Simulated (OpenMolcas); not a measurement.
Au4+ among 6 point charges of -1.7 e arranged as a tetragonal octahedron (D4h). The axial distance is 0.94 times the equatorial one, R.

```yaml
Program: OpenMolcas 26.06
Method: CASSCF
Basis: ANO-RCC-VDZP [7s6p4d2f]
Scalar_Hamiltonian: DKH2, point nucleus
Active_space: 7 electrons in 5 orbitals (5d)
State_averaging: 2S+1 = 4 even, 10 roots; 2S+1 = 2 even, 40 roots
Spin-orbit_coupling: RASSI with atomic mean-field integrals over the reference wave functions
```

All point charges move together. At R = 2.17 Å the first state of the same spin is 841.4 cm-1, and at R = 2.4 Å it is 584.3 cm-1.

Question: A third run gives 1038 cm-1. What distance was it run at?

Answer: With a power law R^-n the two known points give n = -ln(584.3 / 841.4) / ln(2.4 / 2.17) = 3.62. Then R = 2.17 × (841.4 / 1038)^(1/3.62) = 2.048 Å. The run was at 2.05 Å, so the estimate is off by -0.002 Å.

An orbital doublet at a regular site is open to a Jahn-Teller distortion, which this geometry leaves out. Without dynamic correlation the repulsion within the d shell is too large (B by tens of per cent), so at a given field states of lower spin stand too high. This shell can be high or low spin here, a state of another spin lies low, and with metal d orbitals alone active their balance is uncertain, so the ground spin may be wrong. Point charges give a weaker field than real ligands, and real ions of this kind are as a rule low spin; the high spin found here belongs to the model. Spin-orbit coupling mixes the spin-free states strongly: the lowest level takes only 70 % from its leading state, 4E (figures for R = 2.05; the like holds for R = 2.17, R = 2.4). Point charges carry no covalency, so the field is a model and not that of real ligands. No measured value stands beside these numbers.
